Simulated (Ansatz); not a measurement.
C₇H₇ (SMILES [C]1=CC2C=CC1C2), doublet, geometry from GFN2-xTB; B3LYP/STO-3G in Ansatz (an electronic-structure program).

Input for Ansatz:
Ansatz 0.2 input:
```yaml
crystal:
  periodic: [false, false, false]
  atoms:
    - {symbol: C, position_ang: [1.09680634, -0.69203971, 0.74283602]}
    - {symbol: C, position_ang: [1.46511471, -0.16542108, -0.39694795]}
    - {symbol: C, position_ang: [0.25715990, 0.70668960, -0.82393668]}
    - {symbol: C, position_ang: [-0.86545773, -0.27256305, -1.11809504]}
    - {symbol: C, position_ang: [-1.19325300, -0.85620363, 0.02657574]}
    - {symbol: C, position_ang: [-0.30187962, -0.26459932, 1.10797380]}
    - {symbol: C, position_ang: [-0.19812854, 1.18160991, 0.57202127]}
    - {symbol: H, position_ang: [2.35681440, -0.27313925, -0.97806664]}
    - {symbol: H, position_ang: [0.47183494, 1.45696776, -1.57983187]}
    - {symbol: H, position_ang: [-1.25589036, -0.44934320, -2.10207177]}
    - {symbol: H, position_ang: [-1.91225754, -1.63132774, 0.20914197]}
    - {symbol: H, position_ang: [-0.61524824, -0.41222483, 2.13605884]}
    - {symbol: H, position_ang: [0.54860400, 1.78133171, 1.09066769]}
    - {symbol: H, position_ang: [-1.15602971, 1.70289907, 0.56153867]}
basis:
  gaussian:
    orbitals: STO-3G
hamiltonian:
  xc: b3lyp
magnetization: {spin_polarized: true, initial_magnetization: 1}
accuracy: high
```

It wrote (shortened):

```
Functional definition: B3LYP
1033 factors; integrals over basis functions are off by at most 2.0e-9 eV
mean field evaluation 1: about -7278.2192 eV, gradient 8.0e0 eV
mean field evaluation 2: about -7278.4969 eV, gradient 7.5e0 eV
mean field evaluation 4: about -7278.8167 eV, gradient 1.7e0 eV
mean field evaluation 8: about -7278.7392 eV, gradient 2.8e-1 eV
mean field evaluation 16: about -7278.7415 eV, gradient 3.8e-4 eV
mean field -7278.74152648 eV, -267.4888173899 hartree, gradient 9.5e-8 eV, S^2 0.767478; 0 other end points of the search recorded, 0 dependent functions left out
reference -7278.74156450 eV, -267.4888187871 hartree; 25, 24 occupied and 17, 18 virtual orbitals, 1033 factors
Total energy: -7278.74156450 eV, -267.4888187871 hartree
```
